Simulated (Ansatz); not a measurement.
The cluster TaO₄, 5 atoms. Hardware: 4 threads of Arm Neoverse V1 on a shared host.

In the def2 sets Ta takes a core potential; there is no spin–orbit coupling. Correlated methods freeze 4 core orbitals; core or outer-core shells of Ta are correlated, in sets that lack core-valence functions.

Task: How many basis functions does each of these Ansatz runs have, and roughly what does it cost? PBE0-D4/def2-TZVP, charge 0 doublet, energy, from earlier orbitals; CCSD(T)/def2-TZVP, charge 0 doublet, energy, from earlier orbitals; r2SCAN-D4/def2-SVP, charge 0 doublet, relaxation, 18 steps; PBE-D4/def2-SVP, charge 0 doublet, energy, from earlier orbitals; r2SCAN-D4/def2-TZVP, charge 0 doublet, energy, from earlier orbitals; RPA@PBE/def2-TZVP, charge 0 doublet, energy, from earlier orbitals; PBE-D4/def2-TZVP, charge 0 doublet, energy and forces, from earlier orbitals; PBE0-D4/def2-SVP, charge 0 doublet, energy, from earlier orbitals; PBE-QIDH/def2-TZVP, charge 0 doublet, energy, from earlier orbitals; PBE-D4/def2-SVP, charge 0 doublet, energy with a search over starts; HF/def2-TZVP, charge 0 doublet, energy, from earlier orbitals; r2SCANh-D4/def2-TZVP, charge 0 doublet, energy, from earlier orbitals.

Result: Other jobs shared the machine, so times can vary by a factor of up to 3. A dash marks memory too small to be measured apart from the calling script's.

| run | functions | fitting or Cholesky vectors | wall time | peak host memory (GiB) |
| --- | --- | --- | --- | --- |
| PBE-D4/def2-SVP, charge 0 doublet, energy, from earlier orbitals | 88 | 876 | 1.4 s | – |
| PBE0-D4/def2-SVP, charge 0 doublet, energy, from earlier orbitals | 88 | 835 | 1.8 s | – |
| PBE-D4/def2-SVP, charge 0 doublet, energy with a search over starts | 88 | 876 | 2.4 s | – |
| PBE-D4/def2-TZVP, charge 0 doublet, energy and forces, from earlier orbitals | 164 | 941 | 3.2 s | – |
| PBE0-D4/def2-TZVP, charge 0 doublet, energy, from earlier orbitals | 164 | 1012 | 4 s | – |
| RPA@PBE/def2-TZVP, charge 0 doublet, energy, from earlier orbitals | 164 | 1191 | 4.6 s | – |
| HF/def2-TZVP, charge 0 doublet, energy, from earlier orbitals | 164 | 1262 | 5 s | 0.56 |
| r2SCAN-D4/def2-TZVP, charge 0 doublet, energy, from earlier orbitals | 164 | 941 | 6 s | – |
| r2SCANh-D4/def2-TZVP, charge 0 doublet, energy, from earlier orbitals | 164 | 941 | 7 s | – |
| PBE-QIDH/def2-TZVP, charge 0 doublet, energy, from earlier orbitals | 164 | 1191 | 7.5 s | – |
| r2SCAN-D4/def2-SVP, charge 0 doublet, relaxation, 18 steps | 88 | 876 | 36 s | – |
| CCSD(T)/def2-TZVP, charge 0 doublet, energy, from earlier orbitals | 164 | 1191 | 8.8 min | 2.9 |
